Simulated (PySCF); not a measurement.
C3H8SeSi, SMILES C=CC[SiH2][SeH], GFN2-xTB optimised geometry.

```
13

C      1.23    -0.57     0.00
C     -0.10    -0.57     0.00
C     -0.93     0.66     0.00
Si    -1.57     1.05     1.77
Se     0.25     1.15     3.15
H      1.79     0.35    -0.08
H      1.80    -1.48     0.03
H     -0.64    -1.51     0.06
H     -1.80     0.53    -0.65
H     -0.35     1.51    -0.36
H     -2.46    -0.01     2.24
H     -2.21     2.36     1.81
H      1.09     0.37     2.28
```

Density from B3LYP/def2-TZVP run with PySCF at that geometry.

Minimum of the electron density along straight lines between bonded atoms, close to the bond critical point (lines longer than 1.1 times the sum of covalent radii, or with two minima, are not listed):

| bond | length / Å | ρ at the minimum / e bohr⁻³ | ∇²ρ there / e bohr⁻⁵ | position (fraction from the first atom) |
|---|---|---|---|---|
| C1–C2 | 1.324 | 0.360 | -1.13 | 0.49 |
| C2–C3 | 1.484 | 0.266 | -0.70 | 0.51 |
| C3–Si4 | 1.917 | 0.115 | 0.11 | 0.61 |
| Si4–Se5 | 2.280 | 0.092 | -0.03 | 0.35 |
| C1–H6 | 1.079 | 0.287 | -1.02 | 0.64 |
| C1–H7 | 1.076 | 0.289 | -1.03 | 0.64 |
| C2–H8 | 1.082 | 0.288 | -1.03 | 0.64 |
| C3–H9 | 1.089 | 0.277 | -0.93 | 0.64 |
| C3–H10 | 1.090 | 0.278 | -0.94 | 0.64 |
| Si4–H11 | 1.463 | 0.127 | 0.17 | 0.49 |
| Si4–H12 | 1.459 | 0.127 | 0.18 | 0.49 |
| Se5–H13 | 1.438 | 0.185 | -0.33 | 0.63 |
